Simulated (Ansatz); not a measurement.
CH$_{3}$FIOSi, SMILES `CO[Si](F)I` radical, relaxed with UKS PBE0-D4/def2-TZVP in Ansatz 0.2.0 from a PBE-D4/def2-SVP geometry. The force threshold is 0.005 eV/Å; the program also tests the step.

Total charge 0; spin multiplicity 2. I takes the def2 core potential.

Start:

```xyz
8

C     0.139   -0.326    1.188
O     0.664   -0.407   -0.135
Si   -0.152   -0.204   -1.569
F    -1.675    0.299   -1.192
I     0.985    1.549   -2.938
H     0.309   -1.290    1.712
H    -0.946   -0.094    1.195
H     0.677    0.473    1.739
```

(1) How much energy does the relaxation release, and in how many steps? (Estimate.)

(2) Which bonds change most? (An estimate is asked.)

(3) Give the relaxed structure. (Best estimate.)

Results:

(1) Ansatz gave: 10.08 kJ/mol, in 34 steps, 5 of them rejected.

(2) Ansatz gave: Si3–F4 from 1.648 to 1.599 Å; O2–Si3 from 1.662 to 1.615 Å; Si3–I5 from 2.498 to 2.460 Å; C1–H6 from 1.110 to 1.090 Å.

(3) The calculation gave: 
```xyz
8

C     0.159   -0.292    1.115
O     0.298   -0.869   -0.175
Si   -0.208   -0.278   -1.589
F    -1.729    0.195   -1.445
I     1.092    1.698   -2.265
H     0.510   -1.021    1.844
H    -0.886   -0.048    1.324
H     0.765    0.615    1.192
```
